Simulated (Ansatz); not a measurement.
One change: `NC[O][SbH2]` becomes `[SiH3]C[O][SbH2]`.

Ansatz, PBE0-D4/def2-TZVP geometries, multiplicity 1. Each molecule was computed in one conformer, which needn't be the lowest.

Elements past krypton have def2 core potentials.

| property | `NC[O][SbH2]` |
| --- | --- |
| LUMO energy (B3LYP/def2-TZVPP) / eV | -0.84 |
| HOMO–LUMO gap (PBE/def2-TZVPP) / eV | 4.10 |
| LUMO energy (ωB97M-V/def2-TZVPP) / eV | 1.08 |
| HOMO energy (B3LYP/def2-TZVPP) / eV | -6.52 |
| LUMO energy (PBE0/def2-TZVPP) / eV | -0.60 |
| HOMO energy (ωB97M-V/def2-TZVPP) / eV | -8.84 |

(1) Give the same properties after the change, and the shifts. (Estimate.)

Answers

(1) The calculation gave: 
```tsv
property	`[SiH3]C[O][SbH2]`	shift
LUMO energy (B3LYP/def2-TZVPP) / eV	-1.43	-0.59
HOMO–LUMO gap (PBE/def2-TZVPP) / eV	3.77	-0.33
LUMO energy (ωB97M-V/def2-TZVPP) / eV	0.53	-0.55
HOMO energy (B3LYP/def2-TZVPP) / eV	-6.95	-0.43
LUMO energy (PBE0/def2-TZVPP) / eV	-1.22	-0.62
HOMO energy (ωB97M-V/def2-TZVPP) / eV	-9.39	-0.55
```

With PBE0 the HOMO falls by 0.48 eV and the LUMO falls by 0.62 eV, so the gap narrows by about 0.14 eV. PBE moves the HOMO by -0.32 eV and ωB97M-V by -0.55 eV. The zero-point energy changes by -10.5 kJ/mol with +3 modes.

B3LYP here is the variant with VWN-RPA as its local correlation; programs differ in this.

Spin–orbit coupling is left out; it splits and shifts lone-pair levels of the heavy atoms by tenths of an eV.
